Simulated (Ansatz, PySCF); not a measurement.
Caution: the highest occupied level lies above zero, so the state may not be bound. This triplet lies 0.06 eV above the relaxed singlet at the level B3LYP/aug-cc-pVTZ // PBE0-D3(BJ)/def2-TZVPD (Ansatz, a quantum-chemistry and plane-wave program); other levels give the other order.

Cartesian coordinates (Å):
```xyz
6

B     -1.2272     0.0633     0.0254
Al     0.5985     0.9844     0.3513
O      2.1346     0.1635     0.0539
H     -2.2901     0.6064     0.2221
H     -1.2423    -1.0826    -0.3849
H      2.0266    -0.7350    -0.2679
```
Charge -1, spin multiplicity 3.

Question: What highest occupied spin orbital and total energy does PBE0-D3(BJ)/def2-TZVPD (PySCF 2.14.0) give?

Answer: 
| Quantity | Value |
|---|---|
| highest occupied spin orbital | 0.17 eV |
| total energy | -344.1362 Ha |
